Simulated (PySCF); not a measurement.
**Broadened absorption spectrum of C5H10O2SSi2**

C5H10O2SSi2.
Atom-mapped SMILES: `[CH3:1][S:2][Si@@H:3]([O:4][SiH3:5])[c:6]1[cH:7][cH:8][cH:9][o:10]1` (hydrogens: H11, H12, H13 on C1; H14 on Si3; H15, H16, H17 on Si5; H18 on C7; H19 on C8; H20 on C9)

The calculation used TDDFT wB97X-D/def2-SVPD, vertical, gas phase, core orbitals frozen in the response (PySCF 2.14.0, density-fitted response routines). One conformer (not necessarily the lowest) at the PBE0-D3(BJ)/def2-SVP geometry, without solvent, vibrations or thermal averaging. Torsions of this conformer, `[CH3:1][S:2][Si@@H:3]([O:4][SiH3:5])[c:6]1[cH:7][cH:8][cH:9][o:10]1`: C1–S2–Si3–O4 78°, S2–Si3–O4–Si5 83°, S2–Si3–C6–C7 32°.

Computed states:

| state | E (eV) | f |
| --- | --- | --- |
| S1 | 5.81 | 0.353 |
| S2 | 6.00 | 0.0077 |
| S3 | 6.25 | 0.015 |
| S4 | 6.73 | 0.0062 |
| S5 | 6.81 | 0.0036 |
| S6 | 6.93 | 0.044 |
| S7 | 7.00 | 0.0039 |
| S8 | 7.16 | 0.026 |
| S9 | 7.32 | 0.0056 |
| S10 | 7.43 | 0.0019 |

Each state is given a Gaussian of 0.5 eV full width at half maximum, with ε(max) = 2.175×10⁸ f / Δν̃ (Δν̃ the width in cm⁻¹). The cross-section is σ = 3.8235×10⁻²¹ ε cm², given in Mb (10⁻¹⁸ cm²). The width is an assumption, not a result. The curve ends short of the highest state used, and states not computed would add to its high-energy end.

**Question.** Give the broadened spectrum and its maxima.

**Answer.** 
(E (eV), σ (Mb)): (5.06, 0.15), (5.13, 0.46), (5.21, 1.42), (5.29, 3.81), (5.36, 8.04), (5.44, 16.54), (5.52, 29.53), (5.60, 45.79), (5.67, 59.87), (5.75, 71.33), (5.83, 73.95), (5.91, 66.90), (5.98, 55.00), (6.06, 39.18), (6.14, 25.10), (6.21, 15.96), (6.29, 9.29), (6.37, 5.73), (6.45, 4.29), (6.52, 4.28), (6.60, 5.41), (6.68, 7.50), (6.76, 10.10), (6.83, 12.31)

Maxima: 213 nm (5.81 eV), ε about 19000, made up of S1 (98%) (ε in L mol⁻¹ cm⁻¹; maxima over ε = 5, shares over 10%). At its high-energy end, 6.83 eV, the curve is still rising (ε about 3200, from S6 and S8).

**Question.** On this curve, what absorbance would a 10⁻⁵ mol/L sample give at 222 nm over a 1 cm path?

**Answer.** 222 nm is 5.585 eV, where ε is about 11000 L mol⁻¹ cm⁻¹, so A = ε c l ≈ 0.11 (Beer–Lambert, with the gas-phase spectrum and the assumed width).

**Question.** Coming from long wavelengths, where does ε first pass 100 L mol⁻¹ cm⁻¹?

**Answer.** At about 242 nm (5.12 eV), 0.69 eV below S1.

**Question.** What would ε be at 5.81 eV, the highest of these maxima, with half the width (0.25 eV)?

**Answer.** About 38200 L mol⁻¹ cm⁻¹ against 19400, a factor of about 1.97; a lone state at its own centre would give exactly 2.

The vertical ionisation energy (ΔSCF) is 8.75 eV, 1.32 eV above S10.

On an Arm Neoverse V1 with one thread, shared host with 64 logical CPUs at a one-minute load of 18, this took 7.4 min and 1.6 GiB of memory at its peak.
